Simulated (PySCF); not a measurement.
A calculated (UHF, PySCF 2.14, aug-cc-pV(T+d)Z, the non-relativistic Hamiltonian (point nucleus)) atom or ion has these occupied shells.

```
shell  electrons  orbital energy (eV)  rms radius, mean of both spins (bohr)
 1s α          1              -2854.2                                  0.106
 1s β          1              -2853.9                                  0.106
 2s α          1              -288.80                                  0.481
 2s β          1              -288.49                                  0.481
 2p α          3              -219.93                                  0.452
 2p β          3              -219.38                                  0.452
 3s α          1              -30.925                                   1.68
 3s β          1              -27.618                                   1.68
 3p α          3              -14.399                                   2.02
 3p β          2              -13.091                                   2.02
```

Problem. Name the element and its charge.

Solution. Cl (chlorine, neutral), in [Ne] 3s2 3p5, 2P determinant.
